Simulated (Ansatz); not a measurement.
Total energies of the cluster In3P2Cl3 (the lowest singlet isomer of a short search) from Ansatz at PBE0-D4/def2-TZVPD, gas phase (1 Eh = 27.2114 eV = 2625.5 kJ/mol). The reference geometry is relaxed at PBE-D4/def2-SVP.

```tsv
atom	x (Å)	y (Å)	z (Å)
In1	0.425	0.182	-2.434
In2	-0.143	0.313	1.476
In3	-0.911	-2.947	-0.109
P4	1.123	2.838	-1.192
P5	0.806	2.934	0.739
Cl6	-1.761	-0.160	-0.714
Cl7	1.468	-1.169	-0.215
Cl8	-1.007	-1.991	2.448
```

```json
{"state": "charge 0 singlet", "geometry": "reference", "energy (Eh)": "-2633.37488"}
{"state": "charge -1 doublet", "geometry": "reference", "energy (Eh)": "-2633.44161"}
{"state": "free In atom (doublet)", "geometry": "–", "energy (Eh)": "-190.11403"}
{"state": "free P atom (quartet)", "geometry": "–", "energy (Eh)": "-341.13519"}
{"state": "free Cl atom (doublet)", "geometry": "–", "energy (Eh)": "-459.99797"}
```

In the def2 sets In takes a core potential; there is no spin–orbit coupling.

Q: Work out the vertical electron affinity, to the doublet.

A: E(charge 0 singlet) − E(charge -1 doublet) = -2633.37488 − (-2633.44161) = 0.06673 Eh = 1.82 eV.

Q: What is the binding energy per atom against free atoms?

A: Atoms: 3 × (-190.11403) + 2 × (-341.13519) + 3 × (-459.99797) = -2632.60638 Eh. Binding: -2632.60638 − (-2633.37488) = 0.76850 Eh = 20.91 eV, or 2.61 eV for each of 8 atoms (no zero-point energy, no counterpoise term).

The restricted singlet is unstable towards broken spin symmetry in Hartree–Fock (as tested in another run); at PBE0-D4/def2-TZVPD this wasn't settled. 

The structure comes from a short search, and lower isomers may exist.
